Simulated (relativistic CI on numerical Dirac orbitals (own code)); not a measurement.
# Ir4+ (5d5) in a crystal field

Calculated by Dirac-Coulomb-Breit CI, separate exchange-only KLI orbitals for each configuration, QED by a radiative potential, valence Slater integrals scaled by 0.65, one configuration in a parametric crystal field (own radial code).

Field parameters in Wybourne normalisation: Td as Oh with Dq negative (B⁴₀ = 21Dq, B⁴₄ = √(5/14) B⁴₀). The field is a parameter set, without covalency.

S is read from ⟨S²⟩ = S(S + 1).

Levels (cm⁻¹, degeneracy): 0 (4), 566 (2), 6966 (4), 11130 (2), 12684 (2), 13106 (4), 15108 (2), 15897 (4), 16190 (2), 16901 (4), 17636 (4), 17756 (2).

(1) Which field gives this pattern?
A. Td, 10Dq = -9800 cm⁻¹
B. Td, 10Dq = -12850 cm⁻¹
C. Td, 10Dq = -3800 cm⁻¹
D. Td, 10Dq = -6800 cm⁻¹

## Answers

(1) A. Td, 10Dq = -9800 cm⁻¹, ground level with S = 2.01.
